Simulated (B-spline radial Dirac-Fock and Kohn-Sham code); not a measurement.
Satellites and hypersatellites of the K lines of Tl⁴⁺

System: the Tl⁴⁺ ion, 1s2 2s2 2p6 3s2 3p6 3d10 4s2 4p6 4d10 4f14 5s2 5p6 5d9.

Method: multi-electron Dirac-Fock with separately optimised hole states, Breit and Lamb-shift corrections added in first order. Computed with a radial atomic solver. Each two-hole energy is an average over J within one jj subconfiguration, not an observable level; in light atoms, where LS coupling holds, the j-resolved values are not observed lines, and for a K spectator the Kα1 hypersatellite is nearly forbidden. Correlation and solid-state effects are left out.

Lines without a spectator: Kα2 (K-L2) 70826.8 eV, Kα1 (K-L3) 72868.9 eV, Kβ3 (K-M2) 82105.2 eV, Kβ1 (K-M3) 82564.0 eV. Shifts in eV with one spectator hole (a dash: not computed, or left out as unreliable):

```
spectator hole      Kα2      Kα1      Kβ3      Kβ1
        K (1s)  +1129.1  +1233.8  +1467.3  +1492.1
    L2 (2p1/2)   +149.6   +206.9        –   +379.3
    L3 (2p3/2)   +102.2   +116.3   +267.4        –
    M2 (3p1/2)        –    +33.9    +61.9    +73.7
    M3 (3p3/2)   +16.33        –    +49.0    +50.3
    M4 (3d3/2)    +5.29    +2.05        –        –
```

Run: 77 s of CPU time on 1 thread of Neoverse-N1 (shared host), peak memory 0.57 GiB.
